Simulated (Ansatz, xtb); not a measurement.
Diatomic MgO-, multiplicity 2 (lowest of 2S+1 = 2, 4 at CCSD(T)/def2-TZVPP on PBE0 minima; our sources give no spin for the ground state, which may be another). The T1 diagnostic near the minimum is 0.052, so single-reference values are doubtful.

Seven points along R, fitted to fifth degree in 1/R; most abundant isotopes. In def2 and cc sets the state is the lowest found near the PBE0 minimum, followed along R.

Codes used: Ansatz (a quantum-chemistry and plane-wave program); xtb for the GFN methods. Values without a source in brackets are computed. The GFN methods have no spin term and hold the electronic entropy of 300 K.

```csv
level,r_e (Å),ω_e (cm⁻¹),ω_e x_e (cm⁻¹),α_e (cm⁻¹)
GFN1-xTB,1.868,472,3.9,0.0079
SVWN5/def2-TZVPP,1.777,757,5.2,0.0052
PBE/def2-TZVPP,1.804,717,5.4,0.0054
r2SCAN/def2-TZVPP,1.790,739,6.2,0.0057
B97M-V/def2-TZVPP,1.784,723,8.9,0.0068
B3LYP/def2-TZVPP,1.796,705,7.5,0.0065
PBE0/def2-TZVPP,1.789,711,8.3,0.0069
BHLYP/def2-TZVPP,1.818,591,5.4,0.0076
CAM-B3LYP/def2-TZVPP,1.779,725,10,0.0074
wB97X-V/def2-TZVPP,1.783,725,12,0.0077
wB97M-V/def2-TZVPP,1.790,697,12,0.0083
```
